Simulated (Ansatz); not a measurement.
Two isomers of CH6BFOSi: A = `B[SiH](F)OC`, B = `OBC(F)[SiH3]`.

Gas-phase electronic energies from Ansatz, PBE0-D4/def2-TZVP geometries. CCSD(T)/CBS adds triple-zeta CCSD(T) − MP2 to the extrapolated MP2 energy (def2 sets, frozen cores). DFT in def2-TZVPP. B3LYP here is the variant with VWN-RPA as its local correlation; programs differ in this. One conformer a species, not always the lowest.

Question: Which is lower in electronic energy at CCSD(T)/CBS, and by how much? (An estimate is asked.)

Answer: The calculation gave: A, by 19.0 kcal/mol.

Question: Give E(B) − E(A) in kcal/mol with B2PLYP, MP2/def2-TZVPP, PBE0-D4, CCSD/def2-TZVPP, r2SCAN-D4, HF/def2-TZVPP, B3LYP. (Estimate.)

Answer: The calculation gave: B2PLYP 18.3, MP2/def2-TZVPP 19.1, PBE0-D4 14.6, CCSD/def2-TZVPP 19.3, r2SCAN-D4 15.7, HF/def2-TZVPP 24.1, B3LYP 17.1. None reverses the order clearly.

Largest T1 diagnostic: 0.013.

In def2-TZVPP, CCSD(T) changes the Hartree–Fock value by −6.0 kcal/mol (the triples alone add −1.2 kcal/mol) and MP2 by −5.1 kcal/mol. From PBE to PBE0 (25 % exact exchange), in def2-TZVPP and without D4, E(B) − E(A) moves by +2.4 kcal/mol.
